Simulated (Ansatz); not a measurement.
Reaction (ligand exchange at the In–F bond): `[F][In]([Cl])[Cl]` + CH₃NH₂ → `C[NH][In]([Cl])[Cl]` + H–F

Program: Ansatz. Geometries: PBE0-D4/def2-TZVP. ΔE: electronic, gas phase. CCSD(T)/CBS is the MP2 limit (def2-TZVPP, def2-QZVPP) plus CCSD(T) − MP2 in def2-TZVPP, frozen cores. This one scheme is used for every species. DFT in def2-TZVPP. B3LYP here is the variant with VWN-RPA as its local correlation; programs differ in this. Elements past krypton have def2 core potentials. For In outer-core shells are correlated without core-valence functions, which leaves a few kJ/mol of doubt a bond. Each species was taken in one conformer, which may not be the lowest.

`[F][In]([Cl])[Cl]`:

Z-matrix (Å, degrees):
```
In
F 1 1.926
Cl 1 2.285 2 117.6
Cl 1 2.285 2 117.6 3 180.0
```

CH₃NH₂:

Z-matrix (Å, degrees):
```
C
N 1 1.453
H 1 1.092 2 109.4
H 1 1.100 2 115.4 3 -121.6
H 1 1.092 2 109.4 3 116.8
H 2 1.012 1 110.6 3 62.6
H 2 1.012 1 110.6 3 -179.3
```

`C[NH][In]([Cl])[Cl]`:

Z-matrix (Å, degrees):
```
C
N 1 1.449
H 1 1.097 2 113.4
H 1 1.096 2 110.7 3 -121.5
H 1 1.092 2 110.2 3 120.4
In 2 1.987 1 124.9 3 -96.4
H 2 1.008 1 113.8 3 59.1
Cl 6 2.307 2 122.3 1 170.0
Cl 6 2.311 2 119.3 1 -15.6
```

H–F:

Z-matrix (Å, degrees):
```
F
H 1 0.920
```

| level | ΔE (kJ/mol) |
| --- | --- |
| revPBE-D4 | 38.0 |
| r2SCAN-D4 | 41.2 |
| PBE0-D4 | 33.7 |
| B3LYP-D4 | 38.7 |
| PBE-QIDH | 30.5 |
| revPBE | 47.7 |
| r2SCAN | 42.9 |
| MP2/CBS(def2) | 19.1 |

(1) What does CCSD(T)/CBS give? (An estimate is asked.)

Largest T1 diagnostic among the species: 0.014.

Results:

(1) The calculation gave: +26.3 kJ/mol. The listed levels differ from it by 11.7, 14.9, 7.4, 12.4, 4.2, 21.4, 16.6, -7.2 kJ/mol.

At CCSD(T), def2-SVP lies +15.1 kJ/mol from the extrapolated value and def2-TZVPP −0.1 kJ/mol. From PBE to PBE0 (25 % exact exchange), in def2-TZVPP and without D4, ΔE moves by −3.5 kJ/mol.
